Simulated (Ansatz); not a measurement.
Ansatz results at the PBE0-D4/def2-TZVP geometry: HOMO energy (B3LYP/def2-TZVPP) -7.36 eV; size of the dipole moment (PBE/def2-TZVPP) 2.58 D; LUMO energy (ωB97M-V/def2-TZVPP) 1.76 eV.

Each molecule was computed in one conformer, which needn't be the lowest.

Q: Which molecule gave them?
A. `N[SiH2]C(Cl)Cl`
B. `N[SiH](O)CCl`
C. `[CH3][AlH][B](F)[GeH3]`
D. `[PH2][GaH2]`

A: A. The others give `[PH2][GaH2]`: -7.04, 0.60, -0.02; `[CH3][AlH][B](F)[GeH3]`: -6.47, 0.76, -0.78; `N[SiH](O)CCl`: -7.47, 0.98, 2.03.

B3LYP here is the variant with VWN-RPA as its local correlation; programs differ in this.
